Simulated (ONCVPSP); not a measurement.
## Logarithmic derivatives: Ce (Z = 58), ONCV

```
Element                 : Ce (Z = 58)
Generator               : ONCVPSP 4.0.1
Type                    : optimised norm-conserving Vanderbilt (ONCV)
Functional              : PBE
Relativity              : scalar-relativistic
Frozen core             : [Kr] 4d10
Valence charge          : 12
Reference configuration : 4f1 5s2 5p6 5d1 (charge +2)
Partial waves           : 5s: rc 1.60 bohr, ncon 4, nbas 8, qcut 3.8 1/bohr, 2 projectors, debl 2.1 Ha; 5p: rc 2.25 bohr, ncon 4, nbas 8, qcut 6.8 1/bohr, 3 projectors, debl 3.5 Ha; 5d: rc 2.50 bohr, ncon 3, nbas 8, qcut 4.3 1/bohr, 1 projector; 4f: rc 1.35 bohr, ncon 3, nbas 7, qcut 12.6 1/bohr, local
Local potential         : the f channel
Core correction         : Teter function, fcfact 3.75, rcfact 1
```

The phase is arctan(r·R′/R) of the radial function R(r), unwrapped; energies in Ha, scanned from -3 to 5 Ha. A pole is an energy at which the radial function vanishes at the test radius. The pseudo phase is shifted by a multiple of π to meet the all-electron one at the reference energy, and phase errors are pseudo minus all-electron; the curves can meet again beyond the range given. Levels narrower than the energy grid can be missing from the lists of poles. Where the grid stepped over a known ghost or core level, its pole and its step of π were put in at the level’s energy.

**Question.** For each channel, where are the poles, and over which energies does the pseudopotential scatter like the atom?

**Answer.**

```tsv
channel	radius (bohr)	reference energy (Ha)	poles, all-electron	poles, pseudo	unbroken range about the reference energy with phases within 0.05 rad	phase error 1 Ha above the reference energy (rad)
s	1.62	-1.96	0.51	0.51	below 4.0	-0.000
p	2.28	-1.32	-0.73, 4.62	-0.73, 1.08, 4.62	below 1.1	-0.000
d	2.54	-0.55	0.24, 4.44	-1.50, 0.26, 4.43	-1.4 to 1.4	+0.006
f	1.37	-0.67	0.25	0.39	-1.2 to 0.6	+0.034
```

Note: ghosts flagged at negative energy: s at -290.6 eV, d at -40.8 eV; GHOST(+) flagged for p at 29.4 eV, s at 195.1 eV. A true bound ghost makes a file unfit for plane-wave use.

Phases in the f channel:

```tsv
E (Ha)	all-electron	pseudo
-2.98	1.058	1.097
-2.76	1.012	1.057
-2.54	0.954	1.005
-2.32	0.877	0.936
-2.10	0.772	0.840
-1.88	0.621	0.700
-1.66	0.397	0.485
-1.44	0.070	0.154
-1.22	-0.341	-0.287
-1.00	-0.729	-0.713
-0.78	-1.018	-1.016
-0.56	-1.214	-1.213
-0.34	-1.350	-1.343
-0.12	-1.450	-1.435
0.10	-1.527	-1.504
0.32	-1.591	-1.557
0.54	-1.645	-1.601
0.76	-1.695	-1.638
0.98	-1.743	-1.671
1.20	-1.790	-1.702
1.42	-1.839	-1.730
1.64	-1.892	-1.757
1.86	-1.952	-1.784
2.08	-2.021	-1.811
2.30	-2.104	-1.839
2.52	-2.208	-1.869
2.74	-2.341	-1.900
2.96	-2.513	-1.934
3.18	-2.735	-1.972
3.40	-3.002	-2.015
3.62	-3.290	-2.064
3.84	-3.557	-2.122
4.06	-3.777	-2.189
4.28	-3.947	-2.270
4.50	-4.077	-2.368
4.72	-4.176	-2.488
4.94	-4.254	-2.633
```
